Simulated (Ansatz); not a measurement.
The cluster FeI₂, relaxed as a triplet with UKS PBE-D4/def2-TZVP in Ansatz, starting from the PBE-D4/def2-TZVP geometry of the neutral singlet. Force threshold 0.02 eV/Å.

In the def2 sets I takes a core potential; there is no spin–orbit coupling. The program marks the result for the charge 0 triplet as doubtful (asymmetric forces). The charge 0 triplet is spin-contaminated (final ⟨S²⟩ up to 3.01, 2.00 for a pure state). The relaxation made no stability test and no search for a lower SCF solution. The structure comes from a short search, and lower isomers may exist.

Start:

Cartesian coordinates in Å:
```
Fe -0.003 0.007 -0.001
I 2.001 0.842 -0.989
I -1.998 -0.849 0.990
```

```tsv
step	energy (eV)	largest force component (eV/Å)	SCF passes
1	-50584.7527	0.705	284
2	-50584.7996	0.098	67
3	-50584.8007	0.004	71
```

Force components are those of the run's own axes.

End:

Cartesian coordinates in Å:
```
Fe -0.0023 0.0049 -0.0005
I 2.0559 0.8667 -1.0170
I -2.0536 -0.8716 1.0175
```

By distances, no bond broke or formed. The bond that changes most is Fe1–I3, from 2.39 to 2.45 Å (atoms count from 1).

No frequencies were taken in this run, so the end may be a saddle point.

Run time 27 s (4 threads of Intel Xeon Platinum 8175M on a shared host).
